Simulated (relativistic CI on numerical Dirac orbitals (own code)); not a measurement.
## Calculated levels, Sn XXXII

Computed by Dirac-Coulomb-Breit CI, KLI orbitals optimised for each configuration, model QED, unscaled Slater integrals (own radial code, finite nucleus).

CI space (outside the closed core [Ne]): 3s2.3p6.3d, 3s2.3p5.3d2, 3s.3p6.3d2, 3s2.3p6.4s, 3s2.3p6.4p, 3s2.3p6.4d, 3s2.3p5.3d.4s, 3s2.3p6.4f, 3s2.3p5.3d.4p, 3s2.3p5.3d.4d, 3s.3p6.3d.4s, 3p6.3d2.4p, 3s2.3p5.3d.4f, 3s.3p6.3d.4p, 3s2.3p6.5s, 3s.3p6.3d.4d, 3s2.3p6.5p, 3s2.3p6.5d, 3s.3p6.3d.4f, 3s2.3p6.5f, 3s2.3p6.5g, 3p6.3d3, 3p5.3d4, 3p5.3d3.4s, 3p6.3d2.4s, 3p5.3d2.4s2, 3p6.3d2.4d, 3p5.3d3.4d, 3p5.3d2.4s.4d. Double excitations out of closed p, d and f shells are left out; levels of such configurations are missing from the list, as are those of other unlisted configurations, and high levels can miss mixing partners. These lack a partner that the ground configuration has and come out too high: 3s2.3p5.3d.4p, 3s2.3p5.3d.4f.

The lowest level is 3s2.3p6.3d 2D_3/2, with 100 % of that term; Hund's rules for 3s2.3p6.3d give 2D with J = 3/2, in agreement.

| No. | Configuration | Term | J | E (eV) | % | Next component (%) | Lifetime (s) |
| --- | --- | --- | --- | --- | --- | --- | --- |
| 1 | 3s2.3p6.3d | 2D | 3/2 | 0.000 | 100 |  |  |
| 2 | 3s2.3p6.3d | 2D | 5/2 | 11.423 | 100 |  | 1.19e-04 |
| 3 | 3s2.3p5.3d2 | 4D° | 1/2 | 146.588 | 93 | 6 2P° | 5.23e-09 |
| 4 | 3s2.3p5.3d2 | 4D° | 3/2 | 147.914 | 66 | 18 4F° | 8.67e-09 |
| 5 | 3s2.3p5.3d2 | 4F° | 5/2 | 152.016 | 40 | 32 4D° | 7.05e-09 |
| 6 | 3s2.3p5.3d2 | 4G° | 7/2 | 155.106 | 44 | 24 2G° | 1.30e-06 |
| 7 | 3s2.3p5.3d2 | 4D° | 5/2 | 158.087 | 37 | 26 2F° | 4.23e-09 |
| 8 | 3s2.3p5.3d2 | 4D° | 7/2 | 160.804 | 58 | 23 4F° | 2.35e-09 |
| 9 | 3s2.3p5.3d2 | 4G° | 9/2 | 160.882 | 74 | 14 4F° | 3.57e-04 |
| 10 | 3s2.3p5.3d2 | 4P° | 3/2 | 163.974 | 30 | 22 2D° | 2.20e-10 |
| 11 | 3s2.3p5.3d2 | 4D° | 3/2 | 164.290 | 27 | 26 2P° | 4.63e-10 |
| 12 | 3s2.3p5.3d2 | 4G° | 11/2 | 164.932 | 80 | 20 2H° | 1.59e-03 |
| 13 | 3s2.3p5.3d2 | 4P° | 5/2 | 165.166 | 52 | 26 2F° | 4.92e-09 |
| 14 | 3s2.3p5.3d2 | 2G° | 7/2 | 168.055 | 43 | 29 2F° | 2.57e-08 |
| 15 | 3s2.3p5.3d2 | 4P° | 1/2 | 171.097 | 43 | 30 2P° | 1.28e-05 |
| 16 | 3s2.3p5.3d2 | 2F° | 7/2 | 173.931 | 49 | 31 4D° | 4.01e-10 |
| 17 | 3s2.3p5.3d2 | 4F° | 9/2 | 174.064 | 58 | 37 2G° | 8.77e-05 |
| 18 | 3s2.3p5.3d2 | 2D° | 5/2 | 174.377 | 49 | 24 4D° | 2.46e-10 |
| 19 | 3s2.3p5.3d2 | 2H° | 11/2 | 176.536 | 80 | 20 4G° | 8.60e-05 |
| 20 | 3s2.3p5.3d2 | 2D° | 3/2 | 176.562 | 24 | 20 2P° | 2.77e-10 |
| 21 | 3s2.3p5.3d2 | 2D° | 5/2 | 178.170 | 38 | 23 4D° | 4.85e-10 |
| 22 | 3s2.3p5.3d2 | 2F° | 7/2 | 181.789 | 53 | 33 4D° | 4.59e-11 |
| 23 | 3s2.3p5.3d2 | 2P° | 1/2 | 183.892 | 63 | 21 4P° | 9.06e-11 |
| 24 | 3s2.3p5.3d2 | 2G° | 9/2 | 184.260 | 59 | 34 2H° | 5.01e-05 |
| 25 | 3s2.3p5.3d2 | 2D° | 3/2 | 184.807 | 42 | 25 4F° | 1.31e-11 |
| 26 | 3s2.3p5.3d2 | 2F° | 5/2 | 188.078 | 51 | 33 4G° | 7.07e-12 |
| 27 | 3s2.3p5.3d2 | 2G° | 7/2 | 196.287 | 43 | 31 4D° | 1.34e-11 |
| 28 | 3s2.3p5.3d2 | 4D° | 1/2 | 197.265 | 43 | 37 2P° | 5.34e-12 |
| 29 | 3s2.3p5.3d2 | 4F° | 5/2 | 199.137 | 32 | 28 4D° | 9.10e-12 |
| 30 | 3s2.3p5.3d2 | 2P° | 3/2 | 199.703 | 39 | 32 2D° | 4.26e-11 |
| 31 | 3s2.3p5.3d2 | 2P° | 3/2 | 205.802 | 55 | 19 4S° | 8.73e-12 |
| 32 | 3s2.3p5.3d2 | 4G° | 7/2 | 215.275 | 41 | 27 2G° | 5.04e-10 |
| 33 | 3s2.3p5.3d2 | 2F° | 5/2 | 215.808 | 75 | 14 4G° | 2.13e-12 |
| 34 | 3s2.3p5.3d2 | 2D° | 5/2 | 219.284 | 34 | 29 2F° | 1.96e-11 |
| 35 | 3s2.3p5.3d2 | 4D° | 3/2 | 221.502 | 36 | 34 2D° | 6.75e-11 |
| 36 | 3s2.3p5.3d2 | 2G° | 9/2 | 222.264 | 46 | 24 2H° | 7.48e-07 |
| 37 | 3s2.3p5.3d2 | 2S° | 1/2 | 223.380 | 40 | 31 4P° | 1.10e-09 |
| 38 | 3s2.3p5.3d2 | 2F° | 7/2 | 229.020 | 37 | 32 4D° | 2.75e-11 |
| 39 | 3s2.3p5.3d2 | 2P° | 3/2 | 234.922 | 28 | 23 2D° | 5.22e-11 |
| 40 | 3s2.3p5.3d2 | 2G° | 9/2 | 235.004 | 46 | 38 2H° | 6.81e-07 |
| 41 | 3s2.3p5.3d2 | 2D° | 5/2 | 237.923 | 40 | 34 2F° | 1.11e-10 |
| 42 | 3s2.3p5.3d2 | 2P° | 1/2 | 239.124 | 68 | 21 4D° | 1.19e-12 |
| 43 | 3s2.3p5.3d2 | 2F° | 7/2 | 246.328 | 74 | 23 2G° | 1.61e-12 |
| 44 | 3s2.3p5.3d2 | 2D° | 3/2 | 247.347 | 85 | 9 2P° | 6.80e-13 |
| 45 | 3s2.3p5.3d2 | 2D° | 5/2 | 252.466 | 79 | 10 2F° | 7.75e-13 |
| 46 | 3s2.3p5.3d2 | 2P° | 1/2 | 254.725 | 95 | 3 4D° | 7.84e-12 |
| 47 | 3s2.3p5.3d2 | 2P° | 3/2 | 254.772 | 78 | 9 4S° | 9.13e-13 |
| 48 | 3s.3p6.3d2 | 4F | 3/2 | 326.501 | 92 | 8 2D | 2.44e-12 |
| 49 | 3s.3p6.3d2 | 4F | 5/2 | 330.036 | 86 | 8 2D | 2.43e-12 |
| 50 | 3s.3p6.3d2 | 4F | 7/2 | 336.741 | 97 | 2 2F | 2.44e-12 |
| 51 | 3s.3p6.3d2 | 4P | 1/2 | 340.403 | 91 | 8 2S | 2.42e-12 |
| 52 | 3s.3p6.3d2 | 4F | 9/2 | 342.626 | 89 | 11 2G | 2.44e-12 |
| 53 | 3s.3p6.3d2 | 4P | 5/2 | 343.787 | 52 | 32 2D | 2.43e-12 |
| 54 | 3s.3p6.3d2 | 4P | 3/2 | 344.736 | 93 | 6 2D | 2.43e-12 |
| 55 | 3s.3p6.3d2 | 2F | 5/2 | 351.031 | 69 | 25 4P | 2.46e-12 |
| 56 | 3s.3p6.3d2 | 2D | 3/2 | 352.368 | 73 | 14 2P | 2.49e-12 |
| 57 | 3s.3p6.3d2 | 2G | 7/2 | 354.056 | 79 | 21 2F | 2.51e-12 |
| 58 | 3s.3p6.3d2 | 2G | 9/2 | 357.540 | 89 | 11 4F | 2.44e-12 |
| 59 | 3s.3p6.3d2 | 2D | 5/2 | 359.709 | 58 | 22 4P | 2.47e-12 |
| 60 | 3s.3p6.3d2 | 2P | 1/2 | 361.168 | 86 | 9 2S | 2.53e-12 |
| 61 | 3s.3p6.3d2 | 2F | 7/2 | 364.605 | 77 | 21 2G | 2.55e-12 |
| 62 | 3s.3p6.3d2 | 2P | 3/2 | 369.877 | 86 | 13 2D | 2.58e-12 |
| 63 | 3s.3p6.3d2 | 2S | 1/2 | 379.247 | 83 | 12 2P | 2.50e-12 |
| 64 | 3p6.3d3 | 4F | 3/2 | 674.452 | 76 | 20 2D |  |
| 65 | 3p6.3d3 | 4F | 5/2 | 681.268 | 93 | 6 2D |  |
| 66 | 3p6.3d3 | 4F | 7/2 | 685.702 | 76 | 21 2G |  |
| 67 | 3p6.3d3 | 4F | 9/2 | 687.756 | 41 | 39 2G |  |
| 68 | 3p6.3d3 | 4P | 3/2 | 687.814 | 46 | 32 2P |  |
| 69 | 3p6.3d3 | 4P | 1/2 | 690.074 | 71 | 29 2P |  |
| 70 | 3p6.3d3 | 2G | 7/2 | 695.624 | 73 | 24 4F |  |

Energies count from the lowest computed level; ° marks odd parity; lifetimes are radiative, by E1, M1, E2, M2, E3 decay to levels of this space only; some are left blank where a channel outside the calculation adds to the decay or the decay crosses a small, uncertain gap.

The mean weight of the leading LS term, summed over parents, in these 70 levels is 62 %, and that of the leading jj configuration (from the same eigenvectors) 78 %, so jj coupling describes them better and the LS labels are nominal.

At this charge energies of transitions that change n are usually good to better than 1 %, and those within a shell (Δn = 0) to a few per cent.

LS names give the leading component of a level, which can be under half, so a name can repeat, a term be missing and a line seem to break the LS rules.
